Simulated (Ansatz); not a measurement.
Molecule: CrO, net charge 0, quintet state. The spin state was set by rule; other spins were not relaxed. 
Structure (B3LYP-D3(BJ)/def2-TZVP (Ansatz, a program for electronic structure) minimum search):
SMILES: [O]=[Cr]
```xyz
2

Cr     0.0000     0.0000    -0.4030
O      0.0000     0.0000     1.2090
```
Charge 0, spin multiplicity 5.

Total electronic energies in hartree. Valence correlation only, unless marked. UHF or UKS for open shells. Spin-orbit coupling is left out. The frozen core is the preceding noble-gas configuration, with the filled d and f shells of earlier blocks. No relativistic terms.  The program attaches cautions to a run behind HF/6-31G: large difference. The program attaches cautions to a run behind SCS-MP2/def2-SVP: large difference. The program attaches cautions to a run behind CCSD/STO-3G: large difference. The program attaches cautions to a run behind CCSD/6-31G: large difference. The program attaches cautions to a run behind CCSD/def2-SVPD: large difference.

The UHF reference is spin-contaminated (<S^2> 0.65 over the pure value in the largest basis). The Hartree-Fock reference is unstable (checked in the largest basis), which strains HF and MP2. The T1 diagnostic of CCSD in the largest basis is 0.067, which is high, so the coupled-cluster rows are less sure than usual.

```tsv
level	program	energy (Eh)
HF/6-31G	Ansatz	-1118.01222
RI-HF/def2-TZVPPD	Ansatz	?
RI-HF/def2-QZVPPD	Ansatz	-1118.19951
PBE-D3(BJ)/def2-TZVPD	Ansatz + dftd3	-1119.40071
BLYP-D4/def2-TZVPD	Ansatz + dftd4	-1119.74626
r2SCAN-D4/def2-TZVPD	Ansatz + dftd4	-1119.63905
B3LYP-D4/def2-TZVPD	Ansatz + dftd4	-1119.70862
PBE0/6-31G*	Ansatz	-1119.24231
PBE0-D4/def2-TZVP	Ansatz + dftd4	?
PBE0/def2-QZVPP	Ansatz	-1119.41892
BHLYP-D4/def2-TZVPD	Ansatz + dftd4	-1119.59124
BHLYP/def2-TZVPD	Ansatz	-1119.58968
HSE06-D3(BJ)/def2-TZVPD	Ansatz + dftd3	-1119.38050
CAM-B3LYP-D3(BJ)/def2-TZVPD	Ansatz + dftd3	-1119.70187
CAM-B3LYP/def2-TZVPD	Ansatz	-1119.70130
LC-wPBE/def2-TZVPD	Ansatz	-1119.44080
B2GP-PLYP-D4/def2-TZVPD	Ansatz + dftd4	-1119.22485
RI-MP2/def2-TZVPP	Ansatz	?
SCS-MP2/def2-SVP	Ansatz	-1118.11753
CCSD/STO-3G	Ansatz	-1106.28251
CCSD/6-31G	Ansatz	-1118.21802
CCSD/def2-SVPD	Ansatz	-1118.23178
```

**Question.** Complete the blanks.

**Answer.** 
- RI-HF/def2-TZVPPD, energy (Eh): -1118.17506
- PBE0-D4/def2-TZVP, energy (Eh): -1119.38828
- RI-MP2/def2-TZVPP, energy (Eh): -1118.47925
